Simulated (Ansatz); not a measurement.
Gas-phase electronic energies from Ansatz, PBE0-D4/def2-TZVP geometries. CCSD(T)/CBS adds triple-zeta CCSD(T) − MP2 to the extrapolated MP2 energy (def2 sets, frozen cores). This one scheme is used for every species. Functionals use def2-TZVPP. B3LYP here is the variant with VWN-RPA as its local correlation; programs differ in this. For Ge outer-core shells are correlated without core-valence functions, which leaves a few kJ/mol of doubt a bond. Scalar relativity is left out up to krypton. One conformer a species, not always the lowest.

Reaction (formal exchange of groups at a Ge–C bond): `C[CH2][GeH]([OH])[OH]` + `ClCCl` → `[OH][GeH]([OH])[Cl]` + `CCCCl`

`C[CH2][GeH]([OH])[OH]`:

```xyz
13

C     1.796    0.279    0.471
C     0.461   -0.325    0.884
Ge   -0.991    0.165   -0.297
O    -2.436   -0.649    0.343
O    -0.629   -0.488   -1.917
H     2.072   -0.026   -0.541
H     2.598   -0.038    1.143
H     1.770    1.372    0.490
H     0.502   -1.418    0.878
H     0.181   -0.026    1.898
H    -1.265    1.679   -0.463
H    -3.180   -0.633   -0.263
H    -0.878    0.107   -2.626
```

`ClCCl`:

```xyz
5

Cl   -0.040   -1.637   -0.405
C     0.100    0.048    0.093
Cl   -1.109    1.087   -0.657
H    -0.035    0.095    1.169
H     1.083    0.407   -0.199
```

`[OH][GeH]([OH])[Cl]`:

Z-matrix (Å, degrees):
```
Ge
O 1 1.752
Cl 1 2.153 2 111.1
O 1 1.762 2 107.9 3 -115.9
H 1 1.523 2 107.5 3 120.2
H 2 0.961 1 112.7 3 72.2
H 4 0.961 1 112.5 2 135.0
```

`CCCCl`:

Z-matrix (Å, degrees):
```
C
C 1 1.517
H 1 1.091 2 111.0
H 1 1.092 2 111.0 3 120.1
H 1 1.094 2 111.1 3 -120.0
C 2 1.511 1 114.0 3 61.1
H 2 1.094 1 110.4 3 -61.9
H 2 1.097 1 109.9 3 -179.2
Cl 6 1.790 2 112.2 1 -64.7
H 6 1.089 2 111.6 1 176.4
H 6 1.091 2 111.6 1 54.3
```

Task: Is it downhill or uphill in electronic energy at CCSD(T)/CBS, and by how much? (Best estimate.)

Result: Computed: Downhill: ΔE = -1.41 eV.

Task: What do these levels give: r2SCAN-D4, PBE0-D4, B3LYP-D4, B2PLYP, PBE0, B3LYP, MP2/def2-TZVPP, CCSD(T)/def2-TZVPP, MP2/def2-QZVPP, SCS-MP2/def2-QZVPP, HF/CBS(def2), MP2/CBS(def2)? (Best estimate.)

Result: Computed: r2SCAN-D4 -1.48, PBE0-D4 -1.45, B3LYP-D4 -1.44, B2PLYP -1.46, PBE0 -1.45, B3LYP -1.44, MP2/def2-TZVPP -1.46, CCSD(T)/def2-TZVPP -1.44, MP2/def2-QZVPP -1.45, SCS-MP2/def2-QZVPP -1.45, HF/CBS(def2) -1.64, MP2/CBS(def2) -1.43 eV.

Largest T1 diagnostic among the species: 0.011.

In def2-TZVPP, CCSD(T) changes the Hartree–Fock value by +0.20 eV (the triples alone add +0.02 eV) and MP2 by +0.17 eV. From PBE to PBE0 (25 % exact exchange), in def2-TZVPP and without D4, ΔE moves by −0.07 eV.
